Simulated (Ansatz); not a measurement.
The same path of ClGaH2O + ClH (7 atoms, charge 0, multiplicity 1) was run twice with different band settings. Lost on the way: Ga1–H2, Cl6–H7. Made: Ga1–Cl6, H2–H7.

All numbers below come from RKS PBE0/def2-SVPD in Ansatz.

Relaxed end points:

```xyz
7
Properties=species:S:1:pos:R:3
Ga -0.187 0.131 0.198
H -0.500 1.091 1.369
Cl 1.884 -0.222 -0.419
O -1.301 -0.491 -1.052
H -2.235 -0.319 -0.908
Cl 0.149 -2.223 1.719
H 1.274 -2.125 1.070
```

```xyz
7
Properties=species:S:1:pos:R:3
Ga 0.161 -0.979 -0.271
H 0.076 0.609 1.674
Cl 2.058 -0.193 -0.839
O -1.298 -0.141 -0.834
H -2.127 -0.571 -0.600
Cl 0.035 -2.851 0.770
H 0.177 -0.033 2.077
```

Common settings: spring 5.0 eV/Å²; optimiser quadratic models (default); start path through a guess of the saddle point; force threshold 0.03 eV/Å; iteration limit 60; end points relaxed.

| run | movable images | climbing image |
| --- | --- | --- |
| 1 | 5 | yes |
| 2 | 8 | no |

Q: What does each run give, and how far can it be trusted?

A: Run 1: converged after 14 iterations, highest image 0.699 eV above the first end. A vibrational analysis at the climbing image gives one clearly imaginary mode, 907i cm⁻¹: a first-order saddle point.
Run 2: converged after 17 iterations, highest image 0.523 eV above the first end. No image climbed, so the highest image needn't sit at the top of the path.
The orbitals stay closed-shell, which can raise the energy where a bond breaks towards radicals; this wasn't checked here.
